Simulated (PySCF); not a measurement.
# Energy of Pd⁺ (palladium, charge +1) between two integer charges

The 4d beta orbital of [Kr] 4d9 is emptied in steps (occupation f), with all orbitals relaxed, ending at [Kr] 4d8. Computed with PySCF 2.14 in def2-TZVPPD with the def2 core potential (28 electrons), with a scalar-relativistic core potential. The exact energy is a straight line in f; departures are measured from the line between the end points of the same method.

Task: Among BHandHLYP, wB97X, r2SCAN0, which shows the largest delocalisation error (convex curve), and which is closest to linear?

Result: Most convex: r2SCAN0 (-0.911 eV at f = 0.5); closest to linear: wB97X (-0.357 eV).

```
   f  BHandHLYP (eV)  wB97X (eV)  r2SCAN0 (eV)
   1           0.000       0.000         0.000
0.75          -0.380      -0.263        -0.681
 0.5          -0.517      -0.357        -0.911
0.25          -0.396      -0.272        -0.685
   0           0.000       0.000         0.000
```

```tsv
method	E(f=0) − E(f=1) (eV)	−ε at f=1 (eV)	−ε at f=0.5 (eV)
BHandHLYP	19.143	17.166	19.100
wB97X	19.447	18.078	19.424
r2SCAN0	19.141	15.534	19.130
```

Reference removal energy between the ground levels: 19.43 ± 0.12 eV (semi-empirical (NIST evaluation); NIST Atomic Spectra Database, ionization energies). The calculation has no spin-orbit coupling. The determinant left behind need not be the lowest term of the ion.
